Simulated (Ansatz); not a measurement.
Born–Oppenheimer molecular dynamics of C$_{2}$H$_{7}$AlO (11 atoms, charge 0, multiplicity 1). It starts from a relaxed structure.

These are results of RKS LDA/STO-3G in Ansatz 0.2.0, not measurements.

- ensemble: NVE (velocity Verlet)
- time step: 0.5 fs
- steps asked: 100
- starting velocities drawn for: 100 K
- masses: H 3.016 u
- seed: 800639

Frames 1 fs apart, positions in Å, forces in eV/Å.

Velocities at 35.0 fs (Å/ps):

```
C 0.75 -3.94 -0.18
C -0.10 0.97 0.31
Al -0.53 1.22 -0.31
O -1.00 -0.85 -1.65
H -8.73 -2.08 -3.50
H 0.84 3.75 5.15
H 9.22 0.00 0.65
H -2.25 1.73 -2.61
H 3.75 1.17 -2.57
H 2.24 2.86 8.35
H 2.38 -2.03 5.52
```

```xyz
11
Properties=species:S:1:pos:R:3:forces:R:3 time_fs=35.0 energy_less_start_eV=0.040 T=66
C -0.885 1.105 0.035 -0.19 0.01 -0.14
C 0.001 0.093 0.815 0.07 0.32 -0.30
Al 1.254 -0.750 -0.370 0.26 0.20 0.00
O 0.775 -2.098 -1.278 -0.39 -0.02 0.04
H -1.575 0.609 -0.690 0.38 0.17 0.35
H -1.506 1.672 0.749 -0.17 0.04 -0.11
H -0.294 1.861 -0.530 -0.08 -0.37 0.21
H -0.651 -0.657 1.284 -0.17 -0.01 0.08
H 0.475 0.658 1.641 0.11 -0.24 -0.20
H 2.647 -0.278 -0.686 -0.04 -0.01 0.11
H -0.220 -2.228 -1.036 0.23 -0.09 -0.04
11
Properties=species:S:1:pos:R:3:forces:R:3 time_fs=36.0 energy_less_start_eV=0.046 T=61
C -0.885 1.101 0.034 -0.35 0.33 -0.19
C 0.001 0.094 0.815 0.07 0.20 -0.33
Al 1.254 -0.749 -0.370 0.27 0.14 -0.03
O 0.774 -2.099 -1.280 -0.28 0.06 0.07
H -1.583 0.607 -0.693 0.54 0.25 0.48
H -1.506 1.676 0.754 -0.04 -0.10 -0.29
H -0.285 1.861 -0.529 -0.24 -0.51 0.27
H -0.653 -0.655 1.282 -0.14 -0.01 0.12
H 0.479 0.658 1.638 0.09 -0.23 -0.18
H 2.650 -0.275 -0.678 -0.06 -0.02 0.10
H -0.217 -2.230 -1.030 0.14 -0.10 -0.03
11
Properties=species:S:1:pos:R:3:forces:R:3 time_fs=37.0 energy_less_start_eV=0.053 T=55
C -0.884 1.098 0.034 -0.46 0.62 -0.17
C 0.001 0.096 0.815 0.04 0.05 -0.36
Al 1.253 -0.747 -0.370 0.26 0.07 -0.07
O 0.773 -2.100 -1.281 -0.14 0.14 0.10
H -1.589 0.606 -0.695 0.65 0.30 0.56
H -1.505 1.679 0.758 0.08 -0.22 -0.44
H -0.277 1.858 -0.527 -0.36 -0.60 0.30
H -0.656 -0.654 1.280 -0.09 0.00 0.14
H 0.483 0.658 1.635 0.07 -0.20 -0.13
H 2.652 -0.272 -0.669 -0.08 -0.03 0.09
H -0.214 -2.232 -1.025 0.03 -0.12 -0.01
11
Properties=species:S:1:pos:R:3:forces:R:3 time_fs=38.0 energy_less_start_eV=0.057 T=51
C -0.884 1.095 0.034 -0.51 0.84 -0.10
C 0.001 0.097 0.815 -0.02 -0.12 -0.38
Al 1.253 -0.746 -0.371 0.25 0.00 -0.10
O 0.771 -2.100 -1.283 0.01 0.23 0.12
H -1.594 0.606 -0.694 0.69 0.30 0.56
H -1.504 1.682 0.760 0.16 -0.31 -0.55
H -0.270 1.854 -0.524 -0.43 -0.62 0.29
H -0.659 -0.652 1.278 -0.03 0.02 0.15
H 0.488 0.658 1.631 0.07 -0.17 -0.08
H 2.653 -0.269 -0.660 -0.09 -0.04 0.07
H -0.211 -2.235 -1.020 -0.09 -0.13 0.01
11
Properties=species:S:1:pos:R:3:forces:R:3 time_fs=39.0 energy_less_start_eV=0.057 T=51
C -0.885 1.092 0.033 -0.49 0.97 0.03
C 0.001 0.098 0.814 -0.09 -0.28 -0.39
Al 1.253 -0.745 -0.371 0.23 -0.08 -0.13
O 0.770 -2.101 -1.284 0.14 0.30 0.14
H -1.596 0.607 -0.692 0.66 0.26 0.51
H -1.503 1.684 0.761 0.20 -0.35 -0.60
H -0.264 1.848 -0.521 -0.46 -0.57 0.23
H -0.663 -0.650 1.277 0.03 0.04 0.15
H 0.492 0.657 1.627 0.06 -0.13 -0.03
H 2.655 -0.267 -0.651 -0.10 -0.04 0.06
H -0.208 -2.239 -1.014 -0.19 -0.14 0.03
11
Properties=species:S:1:pos:R:3:forces:R:3 time_fs=40.0 energy_less_start_eV=0.053 T=55
C -0.886 1.091 0.032 -0.41 1.01 0.20
C 0.001 0.099 0.813 -0.16 -0.41 -0.39
Al 1.253 -0.743 -0.372 0.20 -0.15 -0.16
O 0.769 -2.101 -1.286 0.23 0.36 0.16
H -1.596 0.609 -0.688 0.57 0.18 0.39
H -1.501 1.685 0.760 0.19 -0.34 -0.59
H -0.259 1.840 -0.516 -0.43 -0.46 0.14
H -0.666 -0.648 1.276 0.10 0.07 0.15
H 0.497 0.655 1.623 0.06 -0.09 0.02
H 2.656 -0.264 -0.641 -0.09 -0.04 0.04
H -0.206 -2.243 -1.009 -0.25 -0.14 0.04
11
Properties=species:S:1:pos:R:3:forces:R:3 time_fs=41.0 energy_less_start_eV=0.046 T=61
C -0.887 1.090 0.032 -0.26 0.96 0.38
C 0.001 0.100 0.812 -0.23 -0.51 -0.37
Al 1.253 -0.742 -0.372 0.16 -0.21 -0.18
O 0.768 -2.102 -1.287 0.27 0.40 0.19
H -1.594 0.611 -0.683 0.44 0.08 0.23
H -1.499 1.684 0.757 0.13 -0.28 -0.51
H -0.256 1.831 -0.511 -0.36 -0.29 0.01
H -0.669 -0.646 1.276 0.15 0.09 0.15
H 0.502 0.653 1.618 0.05 -0.05 0.05
H 2.657 -0.262 -0.631 -0.08 -0.04 0.02
H -0.204 -2.247 -1.003 -0.26 -0.13 0.04
11
Properties=species:S:1:pos:R:3:forces:R:3 time_fs=42.0 energy_less_start_eV=0.040 T=66
C -0.888 1.089 0.032 -0.07 0.81 0.55
C 0.000 0.100 0.810 -0.28 -0.57 -0.34
Al 1.253 -0.741 -0.373 0.12 -0.27 -0.19
O 0.767 -2.102 -1.288 0.26 0.42 0.22
H -1.591 0.614 -0.677 0.26 -0.04 0.04
H -1.496 1.683 0.753 0.03 -0.17 -0.37
H -0.255 1.821 -0.506 -0.25 -0.09 -0.15
H -0.671 -0.644 1.276 0.19 0.09 0.15
H 0.507 0.651 1.614 0.03 -0.03 0.07
H 2.657 -0.260 -0.622 -0.06 -0.04 0.00
H -0.203 -2.251 -0.997 -0.22 -0.11 0.02
11
Properties=species:S:1:pos:R:3:forces:R:3 time_fs=43.0 energy_less_start_eV=0.039 T=67
C -0.889 1.090 0.032 0.14 0.60 0.69
C -0.001 0.100 0.808 -0.29 -0.57 -0.28
Al 1.253 -0.740 -0.373 0.07 -0.32 -0.20
O 0.766 -2.101 -1.289 0.20 0.41 0.25
H -1.587 0.616 -0.671 0.07 -0.17 -0.16
H -1.493 1.681 0.747 -0.10 -0.02 -0.18
H -0.254 1.810 -0.502 -0.12 0.14 -0.30
H -0.673 -0.641 1.277 0.20 0.07 0.15
H 0.513 0.649 1.611 0.00 -0.03 0.06
H 2.658 -0.258 -0.612 -0.04 -0.04 -0.02
H -0.203 -2.256 -0.992 -0.13 -0.08 0.00
11
Properties=species:S:1:pos:R:3:forces:R:3 time_fs=44.0 energy_less_start_eV=0.043 T=63
C -0.891 1.091 0.033 0.35 0.33 0.75
C -0.001 0.099 0.806 -0.27 -0.53 -0.21
Al 1.253 -0.739 -0.374 0.02 -0.36 -0.20
O 0.765 -2.101 -1.290 0.11 0.39 0.29
H -1.582 0.618 -0.666 -0.10 -0.28 -0.34
H -1.490 1.679 0.740 -0.26 0.15 0.03
H -0.253 1.800 -0.499 0.02 0.36 -0.45
H -0.675 -0.639 1.278 0.20 0.04 0.16
H 0.518 0.647 1.607 -0.03 -0.03 0.04
H 2.658 -0.256 -0.602 -0.02 -0.04 -0.04
H -0.204 -2.261 -0.986 -0.02 -0.04 -0.04
11
Properties=species:S:1:pos:R:3:forces:R:3 time_fs=45.0 energy_less_start_eV=0.051 T=56
C -0.892 1.092 0.035 0.52 0.07 0.73
C -0.002 0.098 0.804 -0.23 -0.46 -0.12
Al 1.253 -0.738 -0.375 -0.02 -0.39 -0.19
O 0.764 -2.100 -1.291 0.02 0.36 0.32
H -1.578 0.619 -0.662 -0.23 -0.36 -0.47
H -1.488 1.678 0.734 -0.41 0.32 0.25
H -0.252 1.791 -0.496 0.14 0.55 -0.56
H -0.675 -0.636 1.280 0.18 0.00 0.17
H 0.523 0.645 1.603 -0.07 -0.05 0.01
H 2.658 -0.254 -0.593 0.00 -0.03 -0.06
H -0.204 -2.267 -0.980 0.10 0.00 -0.08
11
Properties=species:S:1:pos:R:3:forces:R:3 time_fs=46.0 energy_less_start_eV=0.060 T=49
C -0.892 1.094 0.037 0.64 -0.17 0.61
C -0.004 0.096 0.802 -0.16 -0.36 -0.02
Al 1.253 -0.737 -0.376 -0.06 -0.41 -0.18
O 0.764 -2.099 -1.291 -0.07 0.32 0.34
H -1.575 0.619 -0.659 -0.31 -0.39 -0.53
H -1.488 1.677 0.729 -0.53 0.47 0.43
H -0.251 1.784 -0.496 0.21 0.67 -0.62
H -0.675 -0.633 1.282 0.14 -0.06 0.18
H 0.528 0.642 1.600 -0.11 -0.07 -0.03
H 2.658 -0.253 -0.583 0.02 -0.03 -0.07
H -0.204 -2.272 -0.975 0.21 0.03 -0.11
```

Of the whole run (50 fs, mean temperature of the second half 53 K): The conserved energy stayed within 0.027 meV per atom of its start (net change 0.0078 meV per atom), so the integration is sound. A run of 0.05 ps of so small a system gives no equilibrium averages. Limits of this set-up: minimal basis.

Time of the run: 80 s on 1 thread of Arm Neoverse V2, on a shared host, peak memory 0.07 GiB.
